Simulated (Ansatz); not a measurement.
Cu₁₂Pd⁺, relaxed as a doublet with UKS PBE-D4/def2-SVP in Ansatz, starting from the GFN1-xTB geometry. Force threshold 0.03 eV/Å.

In the def2 sets Pd takes a core potential; there is no spin–orbit coupling. Single mean-field runs in def2-SVP are fitted with def2-universal-jkfit. Another isomer (doublet) lies 0.58 eV lower at PBE0-D4/def2-TZVP; other spin states weren't run for this one.

Start:

```xyz
13

Pd    1.987    0.437   -0.389
Cu    0.419   -0.924   -1.926
Cu   -3.499   -1.450   -0.652
Cu    1.369    2.856   -0.301
Cu   -1.955   -0.315   -2.107
Cu    0.123    1.304    1.216
Cu    1.877   -0.376    2.023
Cu   -1.977    0.259    0.286
Cu   -0.521   -1.053    1.780
Cu    2.564    1.893    1.580
Cu    1.169   -1.960    0.205
Cu   -0.343    1.393   -1.306
Cu   -1.212   -2.065   -0.409
```

```
step   energy (eV)  largest force component (eV/Å)  SCF passes
   1  -539023.6882                           0.608          45
   2  -539023.8270                           0.307          32
   3  -539023.8623                           0.089          33
   4  -539023.8702                           0.057          36
   5  -539023.8727                           0.014          31
```

Force components are those of the run's own axes.

End:

Cartesian coordinates in Å:
```
Pd 2.008 0.419 -0.436
Cu 0.441 -0.921 -1.960
Cu -3.450 -1.425 -0.567
Cu 1.282 2.834 -0.270
Cu -1.955 -0.325 -2.099
Cu 0.153 1.192 1.158
Cu 1.800 -0.369 2.036
Cu -1.939 0.290 0.276
Cu -0.570 -1.047 1.762
Cu 2.547 1.869 1.565
Cu 1.148 -1.865 0.219
Cu -0.314 1.267 -1.248
Cu -1.152 -1.920 -0.436
```

By distances, no bond broke or formed. The bond that changes most is Cu6–Cu7, from 2.56 to 2.43 Å (atoms count from 1).

No frequencies were taken in this run, so the end may be a saddle point.

Hardware: 2 threads of AMD EPYC 7R13 on a shared host and a share (18 GiB) of an NVIDIA H100 80GB HBM3. Wall time 26 s, peak host memory 1 GiB.
